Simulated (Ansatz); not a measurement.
Geometry optimisation, RKS BHLYP-D4/6-31G* (Ansatz).

The input (input.yaml):

```yaml
crystal:
  periodic: [false, false, false]
  atoms:
    - { symbol: B, position_ang: [0.0, 0.0, 0.0] }
    - { symbol: "N", position_ang: [0.0, 0.0, 1.55] }
    - { symbol: H, position_ang: [-0.877, -0.2713, 2.08] }
    - { symbol: H, position_ang: [0.877, 0.2713, 2.08] }
    - { symbol: F, position_ang: [1.1431, 0.0, -0.66] }
    - { symbol: C, position_ang: [-1.3856, 0.0, -0.8] }
    - { symbol: H, position_ang: [-1.9458, -0.9305, -0.5708] }
    - { symbol: H, position_ang: [-1.9898, 0.8797, -0.4946] }
    - { symbol: H, position_ang: [-1.1839, 0.0508, -1.8903] }
basis:
  gaussian: { orbitals: "6-31G*" }
hamiltonian:
  xc: { name: BHLYP }
  dispersion: d4
relax:
  f_tol: 0.02
  max_steps: 40
```

Run as:

```bash
$ ansatz run input.yaml --threads 1 --pin off --max-ram 2048MiB --backend cpu --events-out ev --progress --plain --runs-dir out
```

Q: Where does it end, and by what steps?

A: The forces met the threshold. The force dipped under the threshold on the way, but the program's further checks kept it going. After 20 steps the energy has fallen by 0.732 eV; F5 moved furthest, 0.75 Å.

```
step  energy less start (eV)  largest force component (eV/Å)  accepted
   0                  0.0000                           3.729       yes
   1                 -0.5963                           1.917       yes
   2                 -0.6761                           1.226       yes
   3                 -0.6690                           0.756        no
   4                 -0.6986                           0.121       yes
   5                 -0.7003                           0.028       yes
   6                 -0.7014                           0.095       yes
   7                 -0.7020                           0.187       yes
   8                 -0.7042                           0.166       yes
   9                 -0.7172                           0.146       yes
  10                 -0.7216                           0.171       yes
  11                 -0.7276                           0.106       yes
  12                 -0.7165                           0.805        no
  13                 -0.7301                           0.033       yes
  14                 -0.7298                           0.191        no
  15                 -0.7297                           0.139        no
  16                 -0.7309                           0.016       yes
  17                 -0.7317                           0.046       yes
  18                 -0.7317                           0.063        no
  19                 -0.7320                           0.017       yes
  20                 -0.7321                           0.012       yes
```

```xyz
9
Properties=species:S:1:pos:R:3
B -0.077 0.184 0.103
N 0.030 -0.173 1.447
H -0.721 -0.574 1.970
H 0.876 -0.046 1.968
F 1.009 0.713 -0.478
C -1.380 0.002 -0.752
H -2.205 -0.443 -0.201
H -1.715 0.963 -1.141
H -1.179 -0.625 -1.621
```

Time of the run: 20 s on 1 thread of AMD EPYC 9R45 96-Core Processor (Zen 5), on a shared host, peak memory 0.18 GiB.
